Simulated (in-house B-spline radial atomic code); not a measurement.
Whole-atom quantities along the 15-electron series, configuration 1s2 2s2 2p6 3s2 3p1/2(2) 3p3/2(1). Breit and QED terms are first order and not part of the total energy; the density at the nucleus is averaged over the nuclear charge. Computed with a B-spline radial code for spherical atoms: Dirac-Hartree-Fock, jj configuration that fills j = l - 1/2 first, finite nuclei.

| ion | Z | E/Z² (Eh) | Σ<r²> (bohr²) | n(0)/Z³ (bohr⁻³) | Lamb diamagnetic shielding (ppm) | repulsion over attraction | Breit energy (eV) | self-energy (eV) | vacuum polarisation (eV) |
| --- | --- | --- | --- | --- | --- | --- | --- | --- | --- |
| Yb55+ | 70 | -2.2183 | 0.27277 | 2.7752 | 6141.28 | 0.040386 | 320.16 | 306.51 | -52.564 |
| Lu56+ | 71 | ? | ? | ? | ? | ? | ? | ? | ? |
| Hf57+ | 72 | -2.2329 | 0.25412 | 2.989 | 6380.36 | 0.039164 | 351.32 | 340.78 | -60.157 |
| Ta58+ | 73 | -2.2402 | 0.24543 | 3.107 | 6502.36 | 0.038574 | 367.71 | 359.07 | -64.314 |
| W59+ | 74 | -2.2476 | 0.23713 | 3.229 | 6626.06 | 0.037998 | 384.66 | 378.16 | -68.727 |
| Re60+ | 75 | ? | ? | ? | ? | ? | ? | ? | ? |
| Os61+ | 76 | -2.2625 | 0.22159 | 3.4886 | 6878.87 | 0.036885 | 420.28 | 418.91 | -78.385 |
| Ir62+ | 77 | -2.2701 | 0.21432 | 3.6371 | 7008.17 | 0.036346 | 438.99 | 440.64 | -83.677 |
| Pt63+ | 78 | -2.2778 | 0.20735 | 3.785 | 7139.43 | 0.035819 | 458.32 | 463.31 | -89.287 |
| Au64+ | 79 | ? | ? | ? | ? | ? | ? | ? | ? |
| Hg65+ | 80 | -2.2933 | 0.19426 | 4.1081 | 7408.32 | 0.034796 | 498.9 | 511.67 | -101.58 |

(1) Fill in the row of Lu56+.

(2) Fill in the row of Re60+.

(3) Fill in the row of Au64+.

(4) With what power of Z does the column «vacuum polarisation (eV)» change over this range?

Results:

(1) E/Z² (Eh): -2.2256; Σ<r²> (bohr²): 0.26323; n(0)/Z³ (bohr⁻³): 2.8724; Lamb diamagnetic shielding (ppm): 6259.99; repulsion over attraction: 0.039768; Breit energy (eV): 335.47; self-energy (eV): 323.27; vacuum polarisation (eV): -56.239.

(2) E/Z² (Eh): -2.255; Σ<r²> (bohr²): 0.22919; n(0)/Z³ (bohr⁻³): 3.3598; Lamb diamagnetic shielding (ppm): 6751.56; repulsion over attraction: 0.037435; Breit energy (eV): 402.18; self-energy (eV): 398.1; vacuum polarisation (eV): -73.416.

(3) E/Z² (Eh): -2.2855; Σ<r²> (bohr²): 0.20067; n(0)/Z³ (bohr⁻³): 3.9449; Lamb diamagnetic shielding (ppm): 7272.8; repulsion over attraction: 0.035302; Breit energy (eV): 478.28; self-energy (eV): 486.97; vacuum polarisation (eV): -95.25.

(4) A fit of the logarithm of its size against log Z from Z = 70 to 80 has slope 4.93.
